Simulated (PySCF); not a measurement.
**Working out the excitation energy of Br**

Br [Ar] 3d10 4s2 4p5 (2P) → Br [Ar] 3d10 4s1 4p6 (2S). Calculation: PySCF 2.14, in x2c-TZVPPall (6s5p4d1f, 48 functions); the spin-free X2C one-electron Hamiltonian (Gaussian nucleus). Frozen: [Ar] 3d10. Energies in hartree (1 hartree = 27.21139 eV):

```
            part    Br (lower)    Br (upper)
             UHF  -2604.414876  -2603.859453
CCSD correlation     -0.153221     -0.275614
             (T)     -0.004489     -0.030769
```

Task: What does Hartree-Fock give?

Result: (-2603.859453) − (-2604.414876) = 0.555423 hartree = 15.114 eV.

Task: What do CCSD and CCSD(T) give?

Result: The CCSD correlation energies differ by -0.122393 hartree = -3.330 eV and the triples by -0.026280 hartree = -0.715 eV, so CCSD gives 11.784 eV and CCSD(T) 11.069 eV.

The coupled-cluster amplitudes are large, so a single reference is strained.
